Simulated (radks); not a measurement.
Task: Cd, configuration [Kr] 4d10 5s2. Calculated with a radial shooting solver on a logarithmic mesh with Libxc functionals: non-relativistic Kohn-Sham, exchange-only PBE, spin-polarised, spherical densities, point nucleus; relativity is left out, which matters for an element this heavy. Some entries of the table are withheld. Estimate them.

orbital,occ.,eigenvalue (hartree),<r^2> (bohr^2),r(max) (bohr)
1s,2,-942.5937,0.001345,0.02099
2s,2,-136.9261,0.02216,0.1165
2p,6,(1),0.01673,0.09127
3s,2,-25.37417,0.1574,0.3360
3p,6,-21.60671,0.1526,0.3226
3d,10,-14.63373,0.1331,0.2662
4s,2,-3.56150,0.9378,0.8218
4p,6,-2.35571,1.087,0.8566
4d,10,-0.42715,1.999,0.9748
5s,2,-0.17054,(2),2.461

Result: 
(1) 2p eigenvalue (hartree): -127.6508
(2) 5s <r^2> (bohr^2): 11.32
